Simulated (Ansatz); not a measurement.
Cost and result up the ladder for SiH(vinyl)3 (C₆H₁₀Si) (17 atoms). Charge 0, multiplicity 1. Geometry: B3LYP-D4/def2-SVP.

```xyz
17

Si   -0.076    0.024   -0.051
H    -1.291    0.419   -0.825
C     0.702    1.561    0.695
C     0.203    2.796    0.553
H     1.624    1.446    1.284
H    -0.712    2.987   -0.020
H     0.679    3.677    1.001
C     1.144   -0.813   -1.206
C     0.932   -0.991   -2.517
H     2.091   -1.181   -0.786
H     0.011   -0.650   -3.005
H     1.664   -1.484   -3.168
C    -0.577   -1.162    1.315
C    -1.835   -1.577    1.522
H     0.204   -1.543    1.988
H    -2.666   -1.239    0.891
H    -2.099   -2.271    2.328
```

Ansatz on 4 threads of Intel Xeon on a shared host. Times are rough, and most runs start from the orbitals of an earlier one. PBE0-D4/def2-TZVPD serves as the yardstick here, not as an exact answer. Differences are given only for rows in sets of like size (and for xTB, whose basis is part of the method), since another set adds its own error. Binding counts from free atoms at the same level (Si triplet, H doublet, C triplet; other spins of the atoms weren't run), without zero-point energy or a counterpoise term.

B3LYP takes the VWN-RPA correlation. Correlated methods freeze 11 core orbitals. The rows differ in basis, and correlated rows in double-zeta sets carry the largest basis error.

Run but left out: HF/6-31G (restricted singlet, unstable in another Hartree–Fock run and untested here).

Correlated methods converge slowly with the basis, most of all in double-zeta sets.

| level | functions | wall time |
| --- | --- | --- |
| PBE-D4/def2-SVP | 152 | 4.7 s |
| B3LYP-D4/6-31G | 87 | 5 s |
| PBE0-D4/def2-SVP | 152 | 5.5 s |
| PBE-D4/def2-TZVP | 283 | 8.5 s |
| BLYP-D4/def2-TZVP | 283 | 9.5 s |
| PBE0-D4/def2-TZVP | 283 | 12 s |
| BHLYP-D4/def2-TZVP | 283 | 13 s |
| PBE-D4/def2-TZVPD | 355 | 13 s |
| r2SCAN-D4/def2-TZVP | 283 | 14 s |
| PBE0-D4/def2-TZVPD | 355 | 18 s |
| MP2/def2-TZVP | 283 | 21 s |
| CCSD(T)/def2-SVP | 152 | 60 s |

Q: Estimate what each level gives for the binding energy per atom (eV).

A: 
```
              level  binding energy per atom (eV)  difference from PBE0-D4/def2-TZVPD (eV)                        remarks
    PBE-D4/def2-SVP                          4.38                                        –                              –
     B3LYP-D4/6-31G                          4.15                                        –                              –
   PBE0-D4/def2-SVP                          4.32                                        –                              –
   PBE-D4/def2-TZVP                          4.35                                     0.06                              –
  BLYP-D4/def2-TZVP                          4.26                                    -0.03                              –
  PBE0-D4/def2-TZVP                          4.29                                     0.00                              –
 BHLYP-D4/def2-TZVP                          4.16                                    -0.13                              –
  PBE-D4/def2-TZVPD                          4.35                                     0.07                              –
r2SCAN-D4/def2-TZVP                          4.27                                    -0.02                              –
 PBE0-D4/def2-TZVPD                          4.29                                     0.00                              –
      MP2/def2-TZVP                          4.17                                    -0.12  restricted SCF unstable in HF
   CCSD(T)/def2-SVP                          4.08                                        –        restricted SCF unstable
```
